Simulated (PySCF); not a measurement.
Computed shifts of a molecule C₃H₃ClF₂, PBE/pcSseg-1 run with PySCF, GIAO, gas phase, atoms alike by connectivity averaged where their shifts nearly agree, in ppm (number of nuclei): ¹⁹F: -266.2 (2). ¹³C: 84.2 (2), 45.2 (1). ¹H: 4.49 (2), 3.52 (1). References: ¹⁹F against CFCl3 (σ = 133.6 ppm); ¹³C against TMS (σ = 182.0 ppm); ³⁵Cl against HCl (σ = 936.5 ppm); ¹H against TMS (σ = 31.49 ppm), references at their B3LYP-D3(BJ)/def2-TZVP geometries, non-relativistic (without spin–orbit terms, shifts of atoms bonded to Cl or Br come out too high). Geometry optimised at B3LYP-D3(BJ)/def2-SVP. One conformer was computed; it need not be the lowest.

Question: Identify the compound among the candidates.
A. FC(F)/C=C/Cl
B. FC1(F)C[C@H]1Cl
C. F[C@@H]1C[C@@]1(F)Cl
D. F[C@@H]1[C@H](F)[C@H]1Cl

Answer: D, F[C@@H]1[C@H](F)[C@H]1Cl
